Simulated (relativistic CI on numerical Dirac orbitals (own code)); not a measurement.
Transition arrays of Pm XX

Calculated at this level of theory: Dirac-Coulomb-Breit CI, separate exchange-only KLI orbitals for each configuration, model QED, valence Slater integrals scaled by 0.9, whole transition arrays (own radial code, finite nucleus).

CI space (outside the closed core [Ar] 3d10 4s2): 4p6 4d6, 4p6 4d5 4f, 4p5 4d7, 4p6 4d5 5p, 4p6 4d5 5f. Levels of other configurations are missing.

All E1 lines from the levels of 4p6 4d6; mean and standard deviation are weighted by gf, and upper levels are sorted by their leading configuration.

```tsv
Upper configuration	Lines	Σgf	Mean (eV)	Mean (nm)	σ (eV)	Strongest line (nm)
4p6 4d5 4f	6131	1387.8	161.55	7.675	5.19	7.626
4p5 4d7	1057	129.6	159.96	7.751	16.06	7.516
4p6 4d5 5p	3245	127.3	214.33	5.785	3.81	5.777
4p6 4d5 5f	5470	143.9	316.16	3.922	3.79	3.892
```

Σgf per state of the lower configuration in bins of 0.1 nm over the central range (centre: value): 3.85: 0.26, 3.95: 0.40, 5.65: 0.06, 5.75: 0.27, 5.85: 0.19, 5.95: 0.04, 7.15: 0.04, 7.25: 0.10, 7.35: 0.13, 7.45: 0.58, 7.55: 1.26, 7.65: 3.04, 7.75: 1.44, 7.85: 0.26, 7.95: 0.07, 8.05: 0.04.

How do configuration mixing and the scaling of the Slater integrals move the arrays?

Slater scale 0.9, no configuration mixing: 4p6 4d5 4f 155.0 ± 6.5 eV (Σgf 983.3), 4p5 4d7 140.0 ± 13.7 eV (Σgf 400.9), 4p6 4d5 5p 214.5 ± 3.8 eV (Σgf 150.7), 4p6 4d5 5f 316.0 ± 3.8 eV (Σgf 164.8); Slater scale 1: 4p6 4d5 4f 164.6 ± 5.2 eV (Σgf 1424.3), 4p5 4d7 162.9 ± 16.8 eV (Σgf 124.5), 4p6 4d5 5p 214.4 ± 4.1 eV (Σgf 123.6), 4p6 4d5 5f 316.2 ± 4.0 eV (Σgf 143.2); Slater scale 0.8: 4p6 4d5 4f 158.6 ± 4.8 eV (Σgf 1343.1), 4p5 4d7 156.4 ± 16.0 eV (Σgf 143.2), 4p6 4d5 5p 214.3 ± 3.6 eV (Σgf 130.6), 4p6 4d5 5f 316.1 ± 3.6 eV (Σgf 144.6). With mixing, levels are counted to their leading configuration, so an array can shrink or vanish into another, and the sums then hold other lines.
